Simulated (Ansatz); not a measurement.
Ansatz (a program for electronic structure) input:

Ansatz 0.2 input:
```yaml
crystal:
  periodic: [false, false, false]
  atoms:
    - {symbol: Co, position_ang: [0.11569430, 0.04819219, -0.09531865]}
    - {symbol: F, position_ang: [1.35536751, 0.47064500, -1.07322969]}
    - {symbol: Br, position_ang: [-1.48864365, -0.49805920, 1.16992122]}
basis:
  gaussian:
    orbitals: def2-TZVP
hamiltonian:
  xc: b3lyp
  dispersion: d3bj
magnetization: {spin_polarized: true, initial_magnetization: 3}
relax: {f_tol: 0.002, max_steps: 150}
```

### Question
Which total energy does the run end on?

### Answer
-4056.97835 Eh (B3LYP-D3(BJ)/def2-TZVP). The basis has 124 functions.

The spin state was set by rule; other spins were not relaxed.
